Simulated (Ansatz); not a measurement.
(KSH)2 ring (K₂H₂S₂), relaxed as a singlet with RKS PBE0-D4/def2-SVP in Ansatz, starting from the GFN2-xTB geometry. Force threshold 0.02 eV/Å.

Start:

```xyz
6

K    -2.108    0.095   -0.285
S     0.014   -1.942   -1.018
K     2.046   -0.297    0.524
S    -0.207    1.347    1.718
H     0.278   -1.811   -2.307
H    -0.023    2.609    1.368
```

Estimate the energy that the relaxation releases and the steps that it takes.

1.5 kcal/mol, in 12 steps; 23 s on 4 threads of Arm Neoverse V1 on a shared host. The force fell under the threshold at step 9, but the optimiser went on. No frequencies were taken in this run, so the end may be a saddle point.

Does the start keep its bonding and symmetry?

By distances, no bond broke or formed. The bond that changes most is S4–H6, from 1.32 to 1.35 Å (atoms count from 1). Point group C2v at the start, C2v at the end, both within 0.05 Å.

Predict the relaxed structure.


```
atom    x (Å)    y (Å)    z (Å)
  K1  -2.0391  -0.0827  -0.0664
  S2   0.0255  -2.0289  -1.1129
  K3   1.8667  -0.4508   0.6940
  S4  -0.2104   1.4570   1.7857
  H5   0.3113  -1.4076  -2.2803
  H6   0.0460   2.5131   0.9799
```
Bond lengths (bridged metal pairs left out): 4 × K–S 3.02 Å; 2 × H–S 1.35 Å.
